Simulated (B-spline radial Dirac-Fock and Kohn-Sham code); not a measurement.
The computed values come from a radial B-spline solver: Dirac-Hartree-Slater photoionisation with all multipoles and Dirac-Fock thresholds. Kinetic energies are from the vacuum level. Open shells are spread statistically over j, without multiplet splitting. Without correlation, outer binding energies are uncertain by a few eV, most for open f shells.

Question: A free atom or ion in its tabulated ground configuration is ionised with 1000 eV photons and gives these photoelectron lines. Identify it and assign the lines.

```
kinetic energy (eV)  relative cross section
              56.69                    32.4
              310.8                    68.2
              323.5                   100.0
              777.4                     3.4
              830.8                     3.8
              843.2                     8.1
              931.5                     8.0
              933.5                    11.7
              973.6                    0.53
              987.5                    0.45
              988.8                    0.90
```

Answer: Xe, [Kr] 4d10 5s2 5p6. Binding energies are hν less the kinetic energy: 3p3/2 943.3 eV, 3d3/2 689.2 eV, 3d5/2 676.5 eV, 4s 222.6 eV, 4p1/2 169.2 eV, 4p3/2 156.8 eV, 4d3/2 68.49 eV, 4d5/2 66.52 eV, 5s 26.43 eV, 5p1/2 12.54 eV, 5p3/2 11.23 eV.

Question: A free atom or ion in its tabulated ground configuration is ionised with 2300 eV photons and gives these photoelectron lines. Identify it and assign the lines.

```
kinetic energy (eV)  relative cross section
             1709.9                   100.0
             1798.9                    42.9
             1802.5                    83.0
             2134.5                    16.7
             2153.2                     1.1
             2153.8                     2.1
```

Answer: Ca⁷⁺, [Ne] 3s2 3p1. Binding energies are hν less the kinetic energy: 2s 590.1 eV, 2p1/2 501.1 eV, 2p3/2 497.5 eV, 3s 165.5 eV, 3p1/2 146.8 eV, 3p3/2 146.2 eV.

Question: A free atom or ion in its tabulated ground configuration is ionised with 3170 eV photons and gives these photoelectron lines. Identify it and assign the lines.

```csv
kinetic energy (eV),relative cross section
1200.8,25.6
1400.1,36.0
1555.0,73.0
1894.0,71.3
1926.9,100.0
2762.5,7.1
2841.7,8.4
2875.9,16.1
3007.1,11.3
3013.2,15.8
3114.4,1.2
3138.1,1.1
3142.4,2.1
3163.8,0.86
3164.6,1.1
3165.1,0.091
```

Answer: Tb, [Xe] 4f9 6s2. Binding energies are hν less the kinetic energy: 3s 1969.2 eV, 3p1/2 1769.9 eV, 3p3/2 1615.0 eV, 3d3/2 1276.0 eV, 3d5/2 1243.1 eV, 4s 407.5 eV, 4p1/2 328.3 eV, 4p3/2 294.1 eV, 4d3/2 162.9 eV, 4d5/2 156.8 eV, 5s 55.60 eV, 5p1/2 31.91 eV, 5p3/2 27.56 eV, 4f5/2 6.21 eV, 4f7/2 5.36 eV, 6s 4.86 eV.

Question: A free atom or ion in its tabulated ground configuration is ionised with 800 eV photons and gives these photoelectron lines. Identify it and assign the lines.

| kinetic energy (eV) | relative cross section |
| --- | --- |
| 206.5 | 17.7 |
| 304.6 | 23.7 |
| 324.6 | 49.7 |
| 497.6 | 68.2 |
| 501.2 | 100.0 |
| 681.9 | 3.9 |
| 713.4 | 4.2 |
| 716.5 | 8.5 |
| 759.2 | 2.3 |
| 759.5 | 3.4 |

Answer: Tc³⁺, [Kr] 4d4. Binding energies are hν less the kinetic energy: 3s 593.5 eV, 3p1/2 495.4 eV, 3p3/2 475.4 eV, 3d3/2 302.4 eV, 3d5/2 298.8 eV, 4s 118.1 eV, 4p1/2 86.55 eV, 4p3/2 83.53 eV, 4d3/2 40.81 eV, 4d5/2 40.48 eV.
